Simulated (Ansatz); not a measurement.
Start from `C[SiH](S)CO` and change one atom or group to get `C[SiH](S)C=O`.

Ansatz, PBE0-D4/def2-TZVP geometries, multiplicity 1. Each molecule was computed in one conformer, which needn't be the lowest.

```json
{"property": "HOMO–LUMO gap (PBE/def2-TZVPP) / eV", "`C[SiH](S)CO`": "5.38"}
{"property": "HOMO energy (PBE0/def2-TZVPP) / eV", "`C[SiH](S)CO`": "-7.37"}
{"property": "HOMO energy (PBE/def2-TZVPP) / eV", "`C[SiH](S)CO`": "-5.92"}
{"property": "LUMO energy (B3LYP/def2-TZVPP) / eV", "`C[SiH](S)CO`": "0.07"}
{"property": "LUMO energy (PBE0/def2-TZVPP) / eV", "`C[SiH](S)CO`": "0.37"}
{"property": "HOMO energy (ωB97M-V/def2-TZVPP) / eV", "`C[SiH](S)CO`": "-9.64"}
```

Task: What does the change do to each property? (An estimate is asked.)

Result: Ansatz gave: 
```tsv
property	`C[SiH](S)C=O`	shift
HOMO–LUMO gap (PBE/def2-TZVPP) / eV	2.69	-2.69
HOMO energy (PBE0/def2-TZVPP) / eV	-6.91	0.46
HOMO energy (PBE/def2-TZVPP) / eV	-5.48	0.44
LUMO energy (B3LYP/def2-TZVPP) / eV	-1.92	-1.99
LUMO energy (PBE0/def2-TZVPP) / eV	-1.68	-2.05
HOMO energy (ωB97M-V/def2-TZVPP) / eV	-9.17	0.47
```

With PBE0 the HOMO rises by 0.46 eV and the LUMO falls by 2.05 eV, so the gap narrows by about 2.51 eV. PBE moves the HOMO by 0.44 eV and ωB97M-V by 0.47 eV.

B3LYP here is the variant with VWN-RPA as its local correlation; programs differ in this.
